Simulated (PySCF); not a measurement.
CH8B2OSi.
Atom-mapped SMILES: `[BH2:1][O:2][BH:3][CH2:4][SiH3:5]` (hydrogens: H6, H7 on B1; H8 on B3; H9, H10 on C4; H11, H12, H13 on Si5)

Computed by this run: PBE0-D3(BJ)/def2-SVP geometry optimisation, gas phase (PySCF); density fitting, grid level 1; the optimiser is geomeTRIC in internal coordinates, started from a GFN2-xTB structure with every atom displaced at random (about 0.01 Å).

Geometry at step 0:
```
atom  x, y, z in Å
B1      2.5065    0.7986    0.5056
O2      1.5131   -0.0420    0.4849
B3      0.5020   -0.8781    0.4223
C4     -0.5213   -0.7760   -0.7270
Si5    -2.0028    0.3372   -0.2072
H6      3.5044    0.5690   -0.0331
H7      2.3489    1.8559    1.0550
H8      0.4339   -1.6820    1.2801
H9     -0.1286   -0.3537   -1.6155
H10    -0.9633   -1.7590   -0.9668
H11    -1.5352    1.7059    0.0591
H12    -2.9834    0.3716   -1.2738
H13    -2.6683   -0.1643    1.0061
```

**Question.** Give the atomic forces at this geometry.

**Answer.** 
```
atom  Fx (eV/Å)  Fy (eV/Å)  Fz (eV/Å)
  B1     -0.070      1.402      0.502
  O2      0.140     -0.059      0.030
  B3     -0.653     -0.444     -0.473
  C4     -1.447     -0.501      1.133
 Si5      0.943     -0.529      0.079
  H6      1.212     -0.487     -0.655
  H7     -0.042      0.215      0.212
  H8     -0.178     -0.607      0.662
  H9      0.654      0.703     -1.310
 H10      0.008      0.044      0.062
 H11      0.159      0.428      0.072
 H12     -0.593      0.034     -0.682
 H13     -0.132     -0.200      0.368
```

The largest, 1.91 eV/Å, acts on C4; the rms over all components is 0.617 eV/Å. The forces sum to zero within rounding, as they must for an isolated molecule in no field.

**Question.** Give the force on C4 in Eh/bohr and in nN.

**Answer.** 1.905 eV/Å ÷ 51.422 = 0.03705 Eh/bohr, and 1.905 eV/Å × 1.602 = 3.05 nN.

**Question.** How far is this geometry from the end of the optimisation?

**Answer.** 0.191 eV above it, and 0.050 Å rms away after alignment. The bonds farthest from their final lengths, with half the difference of the two atoms' forces along the bond (positive lengthens):

```json
{"bond": "B1–H6", "now (Å)": "1.157", "final (Å)": "1.211", "force along bond (eV/Å)": "+1.01"}
{"bond": "Si5–H12", "now (Å)": "1.449", "final (Å)": "1.495", "force along bond (eV/Å)": "+0.81"}
{"bond": "C4–H9", "now (Å)": "1.059", "final (Å)": "1.103", "force along bond (eV/Å)": "+1.65"}
{"bond": "B3–H8", "now (Å)": "1.178", "final (Å)": "1.213", "force along bond (eV/Å)": "+0.46"}
{"bond": "C4–Si5", "now (Å)": "1.925", "final (Å)": "1.891", "force along bond (eV/Å)": "-1.07"}
{"bond": "B1–O2", "now (Å)": "1.301", "final (Å)": "1.332", "force along bond (eV/Å)": "+0.40"}
```

The angle farthest from its final value is O2–B1–H6, 121.5° against 118.7°.

Of the 6 listed bonds off by 0.010 Å or more, this force points towards the final length in 6.

The cost below is that of the whole optimisation. Time: 43 s; peak memory 0.47 GiB. Hardware: one thread of an Arm Neoverse N1, on a shared host.
